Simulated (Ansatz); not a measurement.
Reaction (redistribution): `N[SiH]([SiH3])Cl` + `[OH][GeH]([F])[F]` → `N[SiH](F)Cl` + `[OH][GeH]([F])[SiH3]`

Program: Ansatz. Geometries: PBE0-D4/def2-TZVP. ΔE: electronic, gas phase. CBS: MP2 limit from def2 TZ/QZ plus the TZ coupled-cluster correction, frozen cores. DFT in def2-TZVPP. B3LYP here is the variant with VWN-RPA as its local correlation; programs differ in this. For Ge outer-core shells are correlated without core-valence functions, which leaves a few kJ/mol of doubt a bond. Scalar relativity is left out up to krypton. One conformer a species, not always the lowest.

Task: Is it downhill or uphill in electronic energy at CCSD(T)/CBS, and by how much? (An estimate is asked.)

Result: Computed: Downhill: ΔE = -92.7 kJ/mol.

Task: What do these levels give: PBE-D4, revPBE-D4, PBE0-D4, B3LYP-D4, r2SCAN0-D4, B2PLYP, r2SCAN, B3LYP, HF/def2-SVP, HF/def2-TZVPP, CCSD(T)/def2-TZVPP, MP2/CBS(def2)? (Best estimate.)

Result: The calculation gave: PBE-D4 -81.4, revPBE-D4 -78.7, PBE0-D4 -84.3, B3LYP-D4 -90.7, r2SCAN0-D4 -89.4, B2PLYP -91.1, r2SCAN -88.1, B3LYP -93.1, HF/def2-SVP -78.7, HF/def2-TZVPP -91.3, CCSD(T)/def2-TZVPP -86.7, MP2/CBS(def2) -94.4 kJ/mol.

Largest T1 diagnostic among the species: 0.013.

At CCSD(T), def2-SVP lies +25.1 kJ/mol from the extrapolated value and def2-TZVPP +6.0 kJ/mol. Leaving LDA and LC-ωPBE aside and taking each functional with its dispersion term where it has one, the values, not all of them listed here, spread over 14.7 kJ/mol, from BHLYP-D4 to revPBE-D4. LDA lies −4.8 kJ/mol from PBE without D4.
